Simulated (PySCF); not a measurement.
B3LYP has the VWN-RPA correlation part, as in Gaussian. Delta-SCF ions had no search for a lower state. Excitations are Tamm–Dancoff values on a coarser integration grid. The basis has no diffuse functions, so Rydberg states are missing or too high.

Cartesian coordinates (Å):
```xyz
13

N      0.4327     1.4632     0.8262
Si     0.0000     0.0000     0.0000
N     -0.4165    -1.2927     1.0798
N      1.3112    -0.6793    -0.9111
N     -1.3273     0.5088    -0.9949
H      1.2801     1.4836     1.3853
H     -0.2983     2.0162     1.2643
H     -0.5404    -2.2283     0.7037
H     -1.0798    -1.1177     1.8285
H      1.6664    -0.1753    -1.7179
H      2.0687    -1.1404    -0.4155
H     -1.2301     1.3524    -1.5526
H     -1.8667    -0.1906    -1.4959
```
Charge 0, spin multiplicity 1.

### Question
Estimate the S1–T1 gap (TDA), vertical ionisation energy (Delta-SCF) and HOMO that B3LYP-D3(BJ)/def2-TZVP // B3LYP-D3(BJ)/def2-SVP (PySCF 2.14.0) returns for this input.

### Answer

The S1–T1 gap (TDA) is 0.24 eV and the vertical ionisation energy (Delta-SCF) is 8.63 eV. The HOMO is -6.50 eV.
